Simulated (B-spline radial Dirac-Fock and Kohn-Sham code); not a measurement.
Method: Dirac-Fock energy differences between relaxed states, corrected for Breit and QED terms. Computed with a radial finite-basis atomic code. Free neutral atoms up to Cf, the lines Kα1, Kβ1, Lα1, Lβ1, Lβ2, Lγ1, Lℓ and Mα1 where both subshells are closed (so no Lα of most 3d metals and no Mα of most lanthanides); Na, Y were not searched.

Q: Ba Kα1 is computed at 32190.7 eV. Which of the searched lines of other elements lie within 233 eV and could overlap it in an energy-dispersive spectrum?

A: I Kβ1 at 32290.4 eV (+100).
